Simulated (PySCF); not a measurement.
## Excitation energy of Pd²⁺ by level of theory

Pd²⁺ [Kr] 4d8 (3F) → Pd²⁺ [Kr] 4d7 5s1 (5F), as a difference of total energies. All numbers are calculated (PySCF 2.14, scalar relativity through the core potential, in aug-cc-pwCVDZ-PP with ECP28MDF). Correlated levels: valence and next inner shell: nothing frozen outside the core potential. The calculations carry no spin-orbit coupling.

```tsv
method	excitation energy (eV)
UHF	6.003
MP2 (valence and next inner shell)	6.216
SCS-MP2 (valence and next inner shell)	6.415
CCSD (valence and next inner shell)	6.156
CCSD(T) (valence and next inner shell)	6.163
```

Task: How much does correlation contribute at CCSD(T) (valence and next inner shell)?

Result: 6.163 − (6.003) = 0.160 eV, measured against UHF.
